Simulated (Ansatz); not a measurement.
Compare A (`N[Si]1(F)C=N1`) with its isomer B (`N[SiH]1N=C1F`).

Program: Ansatz. Geometries: PBE0-D4/def2-TZVP. ΔE: electronic, gas phase. CCSD(T)/CBS adds triple-zeta CCSD(T) − MP2 to the extrapolated MP2 energy (def2 sets, frozen cores). DFT in def2-TZVPP. B3LYP here is the variant with VWN-RPA as its local correlation; programs differ in this. Each species was taken in one conformer, which may not be the lowest.

Which is lower in electronic energy at CCSD(T)/CBS, and by how much? (An estimate is asked.)

Ansatz gave: A, by 41.4 kcal/mol.

Give E(B) − E(A) in kcal/mol with CCSD(T)/def2-TZVPP, LDA (SPW92), ωB97M-V, HF/def2-TZVPP, B3LYP, PBE-D4, B2PLYP. (Estimate.)

Computed: CCSD(T)/def2-TZVPP 40.2, LDA (SPW92) 32.8, ωB97M-V 38.8, HF/def2-TZVPP 42.9, B3LYP 37.8, PBE-D4 34.0, B2PLYP 39.3. None reverses the order clearly.

Does the order hold for the free energy at 298.15 K (harmonic terms from PBE0-D4)? (An estimate is asked.)

The calculation gave: Yes: G(B) − G(A) = +40.4 kcal/mol, for one conformer each.

Largest T1 diagnostic: 0.014.

From r2SCAN to r2SCAN0 (25 % exact exchange), in def2-TZVPP and without D4, E(B) − E(A) moves by +1.6 kcal/mol. At CCSD(T), def2-SVP lies −7.8 kcal/mol from the extrapolated value and def2-TZVPP −1.2 kcal/mol.
